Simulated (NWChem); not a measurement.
System: AlHOCl2; SMILES [OH][Al]([Cl])[Cl]

```xyz
5

Al     0.3510     0.0077     0.0000
Cl    -0.6805    -1.8236     0.0000
Cl    -0.7077     1.8125     0.0000
O      2.0524     0.0974     0.0000
H      2.6167    -0.6920     0.0000
```
Atoms are numbered in this order, from 1.

All runs: NWChem. Pople sets run with spherical d functions. Coordinates come from a PBE-D3(BJ)/def2-SVP optimisation. Vertical excitations in the gas phase; the lowest state need not have the same character in each row.

Task: Order these by “lowest excitation, singlet (eV)”, lowest first: LDA (Slater exchange, VWN5)/6-31+G*, TDA; B3LYP/6-31+G*, TDA; Hartree-Fock/6-31+G*, CIS.

Result: LDA (Slater exchange, VWN5)/6-31+G*, TDA (5.70), B3LYP/6-31+G*, TDA (6.30), Hartree-Fock/6-31+G*, CIS (8.28)
